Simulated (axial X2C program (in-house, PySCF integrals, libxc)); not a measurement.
# What spin–orbit coupling does to YO⁻

All values were computed with an in-house relativistic program for diatomic molecules. Spin-free means the one-electron spin-free X2C Hamiltonian; two-component (2c) means X2C with spin–orbit coupling and atomic mean-field two-electron Coulomb and Gaunt terms, so the difference of the two also holds small scalar two-electron terms. Basis: Y dyall-acv3z [12s13p10d6f3g], O dyall-av3z [7s6p3d2f] (cores contracted in-house); Gaussian nuclei, density fitting, unrestricted open shells. Masses: Y 88.906 u, O 15.995 u.

Spin-free state: M_S = 0, Λ = 0 (closed shell); fragments Y + O- for PBE0, MP2, CCSD, PBE50; Y- + O for HF.

```csv
level,Re (Å),ωe (cm⁻¹),De (eV),μ (D)
PBE0,1.811,827.2,7.091,0.07
HF,1.814,834.5,n/a,0.42
MP2,1.862,759.3,7.627,n/a
CCSD,1.848,785.2,6.917,n/a
PBE50,1.796,851.0,6.816,0.24
```

Correlated methods: 10 electrons correlated (number of frozen shells: Y 4 s, 3 p, 1 d; O 1 s), 326 virtual spin orbitals or spinors in MP2, 88 natural virtuals in coupled cluster.

Dipoles are positive if O is the positive end and refer to the centre of mass.

Two-component determinant lowest at the distance of the search:

Ω = 0 (closed shell); fragments Y + O- for PBE0, MP2, CCSD, PBE50; Y- + O for HF.

```
level  Re (Å)  ωe (cm⁻¹)  μ (D)
 PBE0   1.810      827.4   0.09
   HF   1.814      834.6   0.43
  MP2   1.862      759.5    n/a
 CCSD   1.847      786.1    n/a
PBE50   1.796      851.2   0.25
```

Problem. From the two tables, how do the constants change at the CCSD level (2c against spin-free)?

Solution. At the CCSD level Re is unchanged within 0.001 Å and ωe goes up by 0.9 cm⁻¹.

The state is one determinant whose occupation by symmetry is held fixed; it was picked as the lowest of a PBE0 search that is not exhaustive. Closed shells are restricted here (equal orbitals for both partners); the stretched side of such a curve lies too high. Dissociation energies refer to the lowest single-determinant-based atoms at the same level and basis. De is not given where an atomic determinant may have missed its ground term or J level, or where the truncated virtual space spoils (T). CCSD ran in a truncated set of natural virtual spinors with an MP2 remainder; without triples it tends to underbind. Without a current term, density functionals place determinants with orbital angular momentum somewhat too high. The outer-core s and p shells of the metal are frozen in the correlated rows, which leaves out core–valence correlation; for alkali and alkaline-earth bonds that tends to lengthen them. The highest occupied level of some functionals is positive through self-interaction error; at Hartree–Fock it is bound. The T1 diagnostic is large, a sign of multireference character. With the outer-core shells frozen, correlated bond lengths of heavy atoms tend to come out a few hundredths of an ångström too long.
